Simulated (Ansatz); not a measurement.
Complex (SMILES): P (PH3) with C(C)=C, atoms 1 to 4 the first; geometry from B3LYP-D3(BJ)/def2-TZVP, monomers rigid:
```xyz
13

P      0.4442    -0.4223     0.3046
H      0.2621     0.7353    -0.4988
H      0.7948    -1.2422    -0.7963
H     -0.9247    -0.7834     0.2510
C     -0.0432    -3.6975     1.6336
C      0.9750    -4.0317     0.8507
H      0.0989    -3.0806     2.5137
H     -1.0528    -4.0263     1.4233
H      0.7829    -4.6498    -0.0227
C      2.3962    -3.6209     1.0661
H      2.4993    -2.9889     1.9485
H      3.0415    -4.4957     1.1882
H      2.7785    -3.0668     0.2040
```

The counterpoise-corrected interaction energy at MP2 with Ansatz (a first-principles code), in kcal/mol, split into its Hartree-Fock and correlation parts. Cores are frozen. No added dispersion term, no relativity. Functions are those of the species that has most.

| basis | X | functions | Hartree-Fock | MP2 |
|---|---|---|---|---|
| aug-cc-pV(D+d)Z | 2 | 182 | 1.10 | -1.67 |
| aug-cc-pV(T+d)Z | 3 | 400 | 1.12 | -1.98 |
| aug-cc-pV(Q+d)Z | 4 | 743 | 1.12 | -2.08 |

Worked estimate of the basis-set limit from each neighbouring pair, with Hartree-Fock from the larger set and the correlation part extrapolated as X^-3.
Correlation parts: X = 2: -2.77, X = 3: -3.10, X = 4: -3.20.
- (2,3): (27·(-3.10) - 8·(-2.77))/19 = -3.24; with Hartree-Fock 1.12 the estimate is -2.12 kcal/mol.
- (3,4): (64·(-3.20) - 27·(-3.10))/37 = -3.27; with Hartree-Fock 1.12 the estimate is -2.15 kcal/mol.
The last two estimates differ by 0.03 kcal/mol; the largest set lies 0.07 from the last. Over the last step Hartree-Fock moves by 0.00 and the correlation part by -0.10.
